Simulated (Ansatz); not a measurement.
Question: Name a neutral molecule of B, N, Se, Si and H with HOMO energy (PBE/def2-TZVPP) between -6.05 and -5.75 eV and LUMO energy (ωB97M-V/def2-TZVPP) between 1.45 and 1.75 eV (Ansatz, PBE0-D4/def2-TZVP geometry).

Answer: `[SiH3]NB[SeH]` (-5.91 eV, 1.71 eV). Other molecules can fit too; these were computed, each in one conformer that needn't be the lowest.
